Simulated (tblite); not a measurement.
Compound: C6H10O.
SMILES: `C[C@@H]1C=CO[C@H]1C`

Method: GFN2-xTB as coded in tblite; computed harmonic values from a numerical Hessian at the method's own geometry, unscaled. Against measured fundamentals such values can be off by several per cent, at times by over 20.

Harmonic wavenumbers (cm⁻¹): 65.9, 213.6, 219.7, 247.7, 293.1, 330.4, 492.1, 537.3, 666.4, 757.1, 789.5, 834.8, 844.6, 903.0, 967.3, 1002.7, 1041.1, 1073.1, 1090.4, 1113.1, 1125.2, 1139.9, 1156.9, 1228.9, 1257.9, 1279.2, 1312.3, 1333.7, 1396.7, 1406.3, 1480.4, 1494.5, 1497.5, 1500.4, 1682.8, 2903.1, 2914.8, 3026.0, 3032.8, 3036.0, 3036.7, 3040.1, 3046.8, 3131.4, 3178.9.

A = 3475, B = 2906, C = 1908 MHz; mass 98.073 u (most abundant isotopes); point group C1, symmetry number 1.

Zero-point energy?

Half the sum of the wavenumbers: 32061 cm⁻¹ = 383.53 kJ/mol.

Give the ideal-gas entropy at 298.15 K and 1 bar in the rigid-rotor, harmonic-oscillator model (classical rotation).

Translation 166.05, rotation 113.86, vibration 67.48: S = 347.4 J/(mol K).

And Cp and H(298.15 K) − H(0)?

Cp = 121.69 J/(mol K), of which vibrations give 88.44 (their classical limit is 45 R = 374.2); H(298.15 K) − H(0) = 21.57 kJ/mol without the zero-point energy, 11.66 from vibrations.

What must be added to the electronic energy to get the Gibbs energy at 298.15 K and 1 bar?

ZPE + [H(298.15 K) − H(0)] − T·S = 383.53 + 21.57 − 103.57 = 301.53 kJ/mol.

Which modes carry the vibrational entropy at 298.15 K?

65.9 cm⁻¹: 17.87; 213.6 cm⁻¹: 8.42; 219.7 cm⁻¹: 8.21; 247.7 cm⁻¹: 7.31; 293.1 cm⁻¹: 6.09; 330.4 cm⁻¹: 5.26 J/(mol K); the other 39 give 14.31 together.

How do the functions run with temperature in this model?

```json
{"T (K)": "100", "S (J/(mol K))": "258.1", "Cp (J/(mol K))": "56.5", "H − H(0) (kJ/mol)": "4.25", "G − H(0) (kJ/mol)": "-21.56", "ln q(vib)": "0.63"}
{"T (K)": "200", "S (J/(mol K))": "306.5", "Cp (J/(mol K))": "86.6", "H − H(0) (kJ/mol)": "11.40", "G − H(0) (kJ/mol)": "-49.89", "ln q(vib)": "1.94"}
{"T (K)": "300", "S (J/(mol K))": "348.1", "Cp (J/(mol K))": "122.4", "H − H(0) (kJ/mol)": "21.80", "G − H(0) (kJ/mol)": "-82.64", "ln q(vib)": "3.44"}
{"T (K)": "500", "S (J/(mol K))": "428.1", "Cp (J/(mol K))": "194.3", "H − H(0) (kJ/mol)": "53.74", "G − H(0) (kJ/mol)": "-160.34", "ln q(vib)": "6.83"}
{"T (K)": "800", "S (J/(mol K))": "536.5", "Cp (J/(mol K))": "265.9", "H − H(0) (kJ/mol)": "123.73", "G − H(0) (kJ/mol)": "-305.46", "ln q(vib)": "12.31"}
{"T (K)": "1000", "S (J/(mol K))": "599.4", "Cp (J/(mol K))": "297.0", "H − H(0) (kJ/mol)": "180.19", "G − H(0) (kJ/mol)": "-419.16", "ln q(vib)": "15.91"}
```

q(vib) and H(0) count from the zero-point level.

Blend soft modes into free rotors: weight 1/[1 + (100 cm⁻¹/ν̃)⁴] for the oscillator and the rest for a rotor with moment μB/(μ + B), μ = h/(8π²ν), B = 10⁻⁴⁴ kg m². What vibrational entropy results?

64.05 J/(mol K) in place of 67.48, which changes −T·S at 298.15 K by +1.02 kJ/mol.

Hindered rotation and anharmonicity are outside this model. The structure is chiral; the term R ln 2 for an equal mix with its mirror image is left out.

On an Intel Xeon Platinum 8488C with one thread, shared host with 192 logical CPUs at a one-minute load of 33, this took 0.42 s of wall time. The figure is for the frequency step alone.
